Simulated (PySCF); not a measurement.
CCl3, SMILES Cl[C](Cl)Cl, multiplicity 2.

The structure is a stationary point at B3LYP-D3(BJ)/def2-SVP. The isomer is the one that the SMILES or the coordinates give; other isomers of the formula were not compared.

Method: TDA-PBE/def2-SVPD (PySCF).

Vertical excitations; the highest root listed may be one member of a degenerate set. The molecule is in vacuum.

Computed lowest excited states:
| state | energy (eV) | λ (nm) | f | main pairs |
|---|---|---|---|---|
| root 1 | 3.15 | 393 | 0.000 | α HOMO→LUMO 99 % |
| root 2 | 4.08 | 304 | 0.000 | β HOMO→LUMO 100 % |
| root 3 | 4.74 | 262 | 0.003 | α HOMO→LUMO+2, β HOMO−1→LUMO (degenerate set) |
| root 4 | 4.74 | 262 | 0.003 | α HOMO→LUMO+1, β HOMO−2→LUMO (degenerate set) |
| root 5 | 4.98 | 249 | 0.027 | α HOMO→LUMO+2, β HOMO−1→LUMO, β HOMO−4→LUMO (degenerate set) |
| root 6 | 4.98 | 249 | 0.027 | α HOMO→LUMO+1, β HOMO−2→LUMO, β HOMO−3→LUMO (degenerate set) |
| root 7 | 5.26 | 235 | 0.037 | β HOMO−3→LUMO (degenerate set) |
| root 8 | 5.26 | 235 | 0.037 | β HOMO−4→LUMO (degenerate set) |
| root 9 | 5.51 | 225 | 0.000 | α HOMO−1→LUMO, β HOMO→LUMO+1 (degenerate set) |
| root 10 | 5.51 | 225 | 0.013 | α HOMO→LUMO+3 (degenerate set) |
Unrestricted roots are not spin-pure.
